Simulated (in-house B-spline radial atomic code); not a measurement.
# Ionising Ar with different functionals

Computed with a B-spline radial code for spherical atoms: non-relativistic Hamiltonian, point nucleus, spin-polarised at highest spin, spherical fractional occupations for the functionals, and exact exchange of hybrids averaged over the configuration. The ionisation energy is the difference of two self-consistent energies, [Ne] 3s2 3p6 → [Ne] 3s2 3p5, without Breit or QED terms; ε is the level of the shell that loses the electron (its least bound occupied spin orbital).

```tsv
method	rung	ΔSCF (eV)	-ε(3p) (eV)
PBE0	global hybrid	15.82	11.98
B3LYP	global hybrid	15.85	11.67
TPSSh	global hybrid	15.92	11.08
M06-2X	global hybrid	15.52	13.57
BHandHLYP	global hybrid	15.69	13.55
r2SCAN0	global hybrid	16.05	12.27
B97-1	global hybrid	?	?
HSE06	range-separated hybrid	15.81	11.56
wB97X	range-separated hybrid	?	?
CAM-B3LYP	range-separated hybrid	15.83	13.48
LC-wPBE	range-separated hybrid	15.85	14.97
```

**Question.** What does wB97X give?

**Answer.** ΔSCF 15.76 eV, and -ε(3p) = 14.55 eV.

**Question.** What does B97-1 give?

**Answer.** ΔSCF 15.76 eV, and -ε(3p) = 11.63 eV.

**Question.** Among the functionals, which spreads more, the ΔSCF values or the orbital energies?

**Answer.** The orbital energies: ΔSCF values span about 0.53 eV and the orbital energies 3.89 eV; here energy differences depend much less on the functional than eigenvalues do.

**Question.** How do they compare with the NIST value?

**Answer.** NIST lists 15.760 eV (measured, ground level to ground level). Errors run from -0.24 to +0.29 eV; B97-1 is closest (+0.00 eV), but part of that can be cancellation, since the calculations leave out relativity, Breit-QED terms, multiplet and fine-structure energies.
